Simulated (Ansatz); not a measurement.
System: SnBr, charge 0, doublet. SnBr (SMILES [Br][Sn], doublet).
B3LYP-D3(BJ)/def2-TZVP minimum from Ansatz (an electronic-structure program):
```xyz
2

Sn     0.0000     0.0000    -1.0486
Br     0.0000     0.0000     1.4979
```
Charge 0, spin multiplicity 2.

Total energies in def2-SVP, 11 correlated electrons, 23 frozen orbitals. Open shells are spin-unrestricted; no spin-orbit coupling. Correlated methods leave the cores frozen (noble-gas shells, and filled d and f shells in the p block). Past Kr the def2 sets carry scalar-relativistic core potentials. Spin-orbit terms, left out, reach several kcal/mol for Br and I, and more for heavier atoms. The spin of BrSn ([Br][Sn], doublet) was assumed, and the state is the lowest solution found for it.

```csv
method,program,energy (Eh),minus CCSDTQ (mEh)
HF,Ansatz,-2785.50008,192.19
MP2,Ansatz,-2785.66426,28.01
CCSD,Ansatz,-2785.68617,6.10
CCSD(T),Ansatz,-2785.69118,1.09
CCSDT(Q),Ansatz,-2785.69230,-0.03
CCSDTQ,Ansatz,-2785.69227,0.00
```

Rough core times of Ansatz's runs on a shared machine: CCSD(T) under 20 s, CCSDT(Q) 30 s, CCSDTQ 40 min.
